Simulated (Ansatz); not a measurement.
Wavefunction ladder for C₂H₃BrClF, SMILES `FC(Cl)CBr`

Z-matrix (Å, degrees):
```
C
Cl 1 1.782
C 1 1.503 2 108.2
F 1 1.353 2 108.8 3 120.6
H 1 1.090 2 107.0 3 -122.0
Br 3 1.937 1 110.5 2 -174.6
H 3 1.088 1 110.4 2 66.4
H 3 1.086 1 110.4 2 -56.1
```

Charge 0, multiplicity 1. Correlated methods include outer-core shells of Br, which these sets cover unevenly. Scalar relativity is left out up to krypton. Geometry: relaxed with PBE0-D4/def2-TZVP. It is one conformer, not always the lowest. Frozen core, restricted reference, the Gaussian-basis code of Ansatz.

```csv
basis,HF (Eh),MP2 corr.,CCSD corr.,(T),CCSD(T) total
def2-SVP,-3208.22825,?,?,-0.02127,?
def2-TZVPP,?,-1.05215,?,-0.04164,?
def2-QZVPP,-3208.98897,-1.43581,–,–,–
```

Q: Fill in the withheld values. (An estimate is asked.)

A: Ansatz gave: def2-SVP MP2 corr.: -0.82569; def2-SVP CCSD corr.: -0.86030; def2-SVP CCSD(T) total: -3209.10982; def2-TZVPP HF (Eh): -3208.91914; def2-TZVPP CCSD corr.: -1.08618; def2-TZVPP CCSD(T) total: -3210.04696.
